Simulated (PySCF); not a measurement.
Members of one series of related molecules.

All values: PBE0/pcSseg-1 (PySCF) at GFN2-xTB geometries, gas phase, one conformer each.

Question: Rank by the lowest IAO charge on any atom, highest value first.
A. `C([C@@H]1[SiH2]OCC1)(C)C`
B. `CC(C)[C@H]1CS[SiH2]1`
C. `CC(C)[C@H]1CO[SiH2]1`

Answer: B (-0.417 e), A (-0.656 e), C (-0.679 e).

Question: Rank by the lowest Hirshfeld charge on any atom, lowest value first.
A. `CC(C)[C@H]1CS[SiH2]1`
B. `CC([C@H]1CCO[SiH2]1)C`
C. `CC[C@@H](C)[C@H]1CO[SiH2]1`

Answer: C (-0.267 e), B (-0.244 e), A (-0.131 e).

Question: Rank by HOMO energy, highest first.
A. `CC(C)[C@H]1CS[SiH2]1`
B. `CC(C)C[C@@H]1CO[SiH2]1`
C. `C=C(C)[C@@H]1CO[SiH2]1`

Answer: A (-6.63 eV), C (-6.76 eV), B (-7.68 eV).

All values together:

```json
{"SMILES": "CC(C)[C@H]1CO[SiH2]1", "change": "parent", "formula": "C5H12OSi", "μ (D)": "1.87", "HOMO (eV)": "-7.72", "LUMO (eV)": "-0.08", "lowest IAO charge (e)": "-0.679 (O)", "highest IAO charge (e)": "+0.993 (Si)", "lowest Hirshfeld charge (e)": "-0.267 (O)", "highest Hirshfeld charge (e)": "+0.414 (Si)"}
{"SMILES": "CC(C)[C@H]1CCO[SiH2]1", "change": "CH2 inserted into a C-C bond", "formula": "C6H14OSi", "μ (D)": "1.83", "HOMO (eV)": "-7.74", "LUMO (eV)": "0.65", "lowest IAO charge (e)": "-0.656 (O)", "highest IAO charge (e)": "+0.976 (Si)", "lowest Hirshfeld charge (e)": "-0.244 (O)", "highest Hirshfeld charge (e)": "+0.391 (Si)"}
{"SMILES": "CC(C)C[C@@H]1CO[SiH2]1", "change": "CH2 inserted into a C-C bond", "formula": "C6H14OSi", "μ (D)": "2.02", "HOMO (eV)": "-7.68", "LUMO (eV)": "0.00", "lowest IAO charge (e)": "-0.679 (O)", "highest IAO charge (e)": "+0.992 (Si)", "lowest Hirshfeld charge (e)": "-0.268 (O)", "highest Hirshfeld charge (e)": "+0.411 (Si)"}
{"SMILES": "CC[C@@H](C)[C@H]1CO[SiH2]1", "change": "CH2 inserted into a C-C bond", "formula": "C6H14OSi", "μ (D)": "1.92", "HOMO (eV)": "-7.68", "LUMO (eV)": "-0.06", "lowest IAO charge (e)": "-0.679 (O)", "highest IAO charge (e)": "+0.992 (Si)", "lowest Hirshfeld charge (e)": "-0.267 (O)", "highest Hirshfeld charge (e)": "+0.414 (Si)"}
{"SMILES": "C=C(C)[C@@H]1CO[SiH2]1", "change": "C-C bond made double", "formula": "C5H10OSi", "μ (D)": "1.12", "HOMO (eV)": "-6.76", "LUMO (eV)": "-0.29", "lowest IAO charge (e)": "-0.681 (O)", "highest IAO charge (e)": "+1.008 (Si)", "lowest Hirshfeld charge (e)": "-0.266 (O)", "highest Hirshfeld charge (e)": "+0.425 (Si)"}
{"SMILES": "CC(C)[C@H]1CS[SiH2]1", "change": "O replaced by S", "formula": "C5H12SSi", "μ (D)": "2.53", "HOMO (eV)": "-6.63", "LUMO (eV)": "-0.22", "lowest IAO charge (e)": "-0.417 (C)", "highest IAO charge (e)": "+0.688 (Si)", "lowest Hirshfeld charge (e)": "-0.131 (S)", "highest Hirshfeld charge (e)": "+0.323 (Si)"}
```

Conformers: `[CH3:1][CH:2]([CH3:3])[C@H:4]1[CH2:5][O:6][SiH2:7]1` with C1–C2–C4–C5 -168°; `[CH3:1][CH:2]([CH3:3])[C@H:4]1[CH2:5][CH2:6][O:7][SiH2:8]1` with C1–C2–C4–C5 -178°, C2–C4–C5–C6 160°, C4–C5–C6–O7 -39°, C5–C6–O7–Si8 24°, C6–O7–Si8–C4 -2°; `[CH3:1][CH:2]([CH3:3])[CH2:4][C@@H:5]1[CH2:6][O:7][SiH2:8]1` with C1–C2–C4–C5 173°, C2–C4–C5–C6 -172°; `[CH3:1][CH2:2][C@@H:3]([CH3:4])[C@H:5]1[CH2:6][O:7][SiH2:8]1` with C1–C2–C3–C4 69°, C2–C3–C5–C6 70°; `[CH2:1]=[C:2]([CH3:3])[C@@H:4]1[CH2:5][O:6][SiH2:7]1` with C1–C2–C4–C5 -145°; `[CH3:1][CH:2]([CH3:3])[C@H:4]1[CH2:5][S:6][SiH2:7]1` with C1–C2–C4–C5 -174°, C2–C4–C5–S6 136°, C4–C5–S6–Si7 -10°, C5–S6–Si7–C4 8°, C2–C4–Si7–S6 -131°.

Q: Give the shifts from the parent, `CC(C)[C@H]1CO[SiH2]1`.

A: 
```
                    SMILES  change in μ (D)  change in HOMO (eV)  change in LUMO (eV)
     CC(C)[C@H]1CCO[SiH2]1            -0.04                -0.02                +0.73
    CC(C)C[C@@H]1CO[SiH2]1            +0.15                +0.04                +0.08
CC[C@@H](C)[C@H]1CO[SiH2]1            +0.05                +0.04                +0.02
    C=C(C)[C@@H]1CO[SiH2]1            -0.75                +0.96                -0.21
      CC(C)[C@H]1CS[SiH2]1            +0.66                +1.09                -0.14
```
